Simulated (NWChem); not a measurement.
System: C5H3Cl; SMILES C#CC(Cl)=C=C

Here is an NWChem input.

```
start job
memory heap 200 mb stack 900 mb global 1100 mb
geometry units angstroms noautosym nocenter noautoz
  C      1.653811     2.102128     0.000000
  C      0.910098     1.127754     0.000000
  C      0.038433     0.006760     0.000000
  Cl    -1.697613     0.371135     0.000000
  C      0.440061    -1.259270     0.000000
  C      0.848545    -2.507276     0.000000
  H      2.311029     2.960419     0.000000
  H      1.027864    -3.056206     0.942485
  H      1.027864    -3.056206    -0.942485
end
basis spherical
  C library 6-31g*
  Cl library 6-31g*
  H library 6-31g*
end
dft
  xc m06-2x
  iterations 150
end
cosmo
  do_cosmo_smd true
  solvent toluene
end
task dft energy
```

Excerpt of the output:

```
             Northwest Computational Chemistry Package (NWChem) 7.3.0
             --------------------------------------------------------

                             Geometry "geometry" -> ""
                             -------------------------

 Output coordinates in angstroms (scale by  1.889725989 to convert to a.u.)

  No.       Tag          Charge          X              Y              Z
 ---- ---------------- ---------- -------------- -------------- --------------
    1 C                    6.0000     1.65381100     2.10212800     0.00000000
    2 C                    6.0000     0.91009800     1.12775400     0.00000000
    3 C                    6.0000     0.03843300     0.00676000     0.00000000
    4 Cl                  17.0000    -1.69761300     0.37113500     0.00000000
    5 C                    6.0000     0.44006100    -1.25927000     0.00000000
    6 C                    6.0000     0.84854500    -2.50727600     0.00000000
    7 H                    1.0000     2.31102900     2.96041900     0.00000000
    8 H                    1.0000     1.02786400    -3.05620600     0.94248500
    9 H                    1.0000     1.02786400    -3.05620600    -0.94248500

 Effective nuclear repulsion energy (a.u.)     219.5253480058

                                 NWChem DFT Module
                                 -----------------

 Summary of "ao basis" -> "ao basis" (spherical)
 ------------------------------------------------------------------------------
       Tag                 Description            Shells   Functions and Types
 ---------------- ------------------------------  ------  ---------------------
 C                           6-31g*                  6       14   3s2p1d
 Cl                          6-31g*                  8       18   4s3p1d
 H                           6-31g*                  2        2   2s

 in cosmo_initialize ...
 calling solv_data for solv:toluene

 solvent parameters
 solvname_short: toluene
 solvname_long:  toluene
 dielec:        2.3741
 dielecinf:     2.2383
 nonaqueous SMD model solvent descriptors
 dielec:        2.3741
 sola:          0.0000
 solb:          0.1400
 solc:          0.8570
 solg:         40.2000
 solh:          0.0000
 soln:          1.4961

          ---------------
          -cosmo- solvent
          ---------------
 Cosmo: York-Karplus, doi: 10.1021/jp992097l
 dielectric constant -eps-     =   2.37
 screen = (eps-1)/(eps    )    =   0.57879
 surface charge correction     = lagrangian

[...]

                                COSMO-SMD solvation results
                                ---------------------------

             internal energy in gas <Psi(g)|H|Psi(g)> =      -652.262598159501
         internal energy in solvent <Psi(s)|H|Psi(s)> =      -652.262057035369
                               delta internal energy  =         0.000541124132 (    0.34 kcal/mol)
   total free energy in solvent <Psi(s)|H+V/2|Psi(s)> =      -652.267472638379
 polarization energy contribution <Psi(s)|V/2|Psi(s)> =        -0.005415603010 (   -3.40 kcal/mol)
    total free energy in solvent including G(SMD-CDS) =      -652.269568796091
                       G(SMD-CDS) energy contribution =        -0.002096157712 (   -1.32 kcal/mol)
     1 M fixed-concentration free energy of solvation =        -0.006970636591 (   -4.37 kcal/mol)

                       DFT Final Molecular Orbital Analysis
                       ------------------------------------

 Vector   23  Occ=2.000000D+00  E=-3.593509D-01
              MO Center=  5.8D-01, -3.6D-01, -4.0D-11, r^2= 4.7D+00
   Bfn.  Coefficient  Atom+Function         Bfn.  Coefficient  Atom+Function
  ----- ------------  ---------------      ----- ------------  ---------------
    63      0.295211  5 C  px                77      0.272434  6 C  px
    49      0.267100  4 Cl px                17      0.242638  2 C  px
    67      0.201549  5 C  px                81      0.184368  6 C  px
     3      0.174778  1 C  px                 4     -0.164496  1 C  py
    21      0.124546  2 C  px                22     -0.118543  2 C  py

 Vector   24  Occ=2.000000D+00  E=-3.399553D-01
              MO Center=  7.9D-01,  1.9D-01, -4.9D-12, r^2= 4.9D+00
   Bfn.  Coefficient  Atom+Function         Bfn.  Coefficient  Atom+Function
  ----- ------------  ---------------      ----- ------------  ---------------
     3      0.257653  1 C  px                77     -0.257017  6 C  px
    50      0.246999  4 Cl py                17      0.229290  2 C  px
    63     -0.225745  5 C  px                18     -0.208839  2 C  py
    81     -0.186490  6 C  px                 4     -0.184036  1 C  py
     7      0.170811  1 C  px                21      0.159507  2 C  px

 Vector   25  Occ=2.000000D+00  E=-2.962149D-01
              MO Center=  5.0D-01,  1.5D-01, -2.2D-10, r^2= 4.3D+00
   Bfn.  Coefficient  Atom+Function         Bfn.  Coefficient  Atom+Function
  ----- ------------  ---------------      ----- ------------  ---------------
    65     -0.320209  5 C  pz                 5      0.296095  1 C  pz
    33     -0.291918  3 C  pz                51      0.266939  4 Cl pz
    69     -0.238216  5 C  pz                 9      0.213153  1 C  pz
    37     -0.212570  3 C  pz                19      0.198369  2 C  pz
    55      0.174394  4 Cl pz                23      0.133379  2 C  pz

 Vector   26  Occ=0.000000D+00  E=-6.773488D-03
              MO Center=  1.7D-01, -5.6D-01,  3.8D-10, r^2= 5.1D+00
   Bfn.  Coefficient  Atom+Function         Bfn.  Coefficient  Atom+Function
  ----- ------------  ---------------      ----- ------------  ---------------
    53      0.459293  4 Cl px                81     -0.410369  6 C  px
    34     -0.347439  3 C  s                 49      0.345391  4 Cl px
    35      0.341655  3 C  px                77     -0.298552  6 C  px
    67      0.294461  5 C  px                52      0.282139  4 Cl s
    63      0.251923  5 C  px                31      0.229745  3 C  px

[...]
```

Level: M06-2X/6-31G* (spherical d), SMD on the gas-phase geometry. Geometry: optimised at PBE-D3(BJ)/def2-SVP. Solvent: toluene.
